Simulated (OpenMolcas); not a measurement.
## Fe2+ in octahedral coordination: ligands and hosts compared

```yaml
Program: OpenMolcas 26.06
Method: SS-CASPT2, IPEA 0.25 Eh, imaginary shift 0.1 Eh
Active_space: 6 electrons in 5 orbitals (3d)
Spin-orbit_coupling: RASSI with atomic mean-field integrals over the reference wave functions
```

Distances were set from a Shannon-type radius of the metal (high-spin where two are listed) plus a fixed donor radius (S 1.78, Cl 1.76, O 1.38, F 1.31, H2O 1.36 Å), in hosts weighted 0.65 to 0.35 with the host's distance in the model lattice. Anionic complexes are neutralised by point charges, and hosts are embedded clusters. Ligand basis ANO-RCC-VDZP. States (labels of the rotation group of each site). Energies in cm-1 above the lowest state or level, χT in cm3 K/mol; under a threefold ground state the first gap can be a small split of the lowest multiplet, not the spin-orbit step.

```csv
Ligand or host,R (Å),Metal basis,Outer charge (e at Å behind ligand),Ground state,First state of that spin,First gap with spin-orbit (degeneracies),χT at 300 K,First state of another spin
S,2.56,ANO-RCC-VTZP,1.7 at 2.6,5T2,5E 1810,"160 (3, 2)",4.484,3T1 17130
Cs2NaYCl6,2.568,ANO-RCC-VTZP,,5T2,5E 5320,"190 (3, 2)",4.155,3T1 16010
O,2.16,ANO-RCC-VDZP,1.7 at 2.8,5T2,5E 5470,"190 (3, 2)",4.156,3T1 17470
CsCaF3,2.151,ANO-RCC-VTZP,,5T2,5E 7500,"190 (3, 2)",4.105,3T1 15840
F,2.09,ANO-RCC-VTZP,0.67 at 2.6,5T2,5E 7560,"190 (3, 2)",4.101,3T1 15740
Cs2NaYF6,2.121,ANO-RCC-VTZP,,5T2,5E 8110,"190 (3, 2)",4.092,3T1 15190
H2O,2.14,ANO-RCC-VDZP,,5T2,5E 8480,"190 (3, 2)",4.087,3T1 14940
KZnF3,2.068,ANO-RCC-VTZP,,5T2,5E 9410,"190 (3, 2)",4.071,3T1 14200
LiF,2.063,ANO-RCC-VTZP,,5T2,5E 11150,"190 (3, 2)",4.046,3T1 12330
```

The rows also differ in their metal basis and outer charges, so part of each step comes from that.

The first state of the same spin rises in the order S < Cs2NaYCl6 < O < CsCaF3 < F < Cs2NaYF6 < H2O < KZnF3 < LiF, by a factor of 6.16 from first to last.

Roots that are degenerate in the reference are averaged as groups; the widest CASPT2 spread within a group is 800 cm-1 (the 3-fold group of multiplicity 1 near 20200 cm-1 above the lowest state of its run, LiF). Shifts and gaps below about the spread of the groups concerned are not significant. Over all roots computed the reference weight is 0.59 to 0.63 in S, 0.66 to 0.68 in Cs2NaYCl6, 0.72 to 0.73 in CsCaF3, 0.70 to 0.71 in F, 0.71 to 0.73 in Cs2NaYF6, 0.73 to 0.74 in KZnF3, 0.73 to 0.75 in LiF; a low but even weight reflects the number of correlated electrons. An orbital triplet at a regular site is open to Jahn-Teller coupling, which can distort the site and quench the lowest spin-orbit gaps and is left out. A single d shell leaves out the double-shell effect, which counts most for late 3d ions, where the CASPT2 field can be off either way by tens of per cent. Ligand-to-metal charge-transfer states are missing. These CASPT2 states fit no ligand-field parameters well, so their order and spin gaps are uncertain. With one d shell and no ligand orbital active, 10Dq can be off by tens of per cent for divalent 3d ions, low with halides held by bare charges and at times high in hosts. Free-ion shares, where given, are those of the reference states; single-state CASPT2 does not remix them. The sulfide ions are held by bare point charges, a crude embedding (holds for S). With oxide or sulfide held by bare charges the field of late divalent 3d ions can come out several times too small, and g and χT far too large (holds for S; O). With no ligand orbital active B as a rule stays too high, so bands that hang on it stand too high and its fall with covalency is understated (holds for S). For late 3d ions with one d shell CASPT2 can put B and the spin-flip bands somewhat low as well as high (holds for Cs2NaYCl6; O; CsCaF3; F; Cs2NaYF6; H2O; KZnF3; LiF). The oxide ions are held by bare point charges, a crude embedding (holds for O). No measured value stands beside these numbers; the geometry is a model, was not optimised and need not be the one that this ion takes.
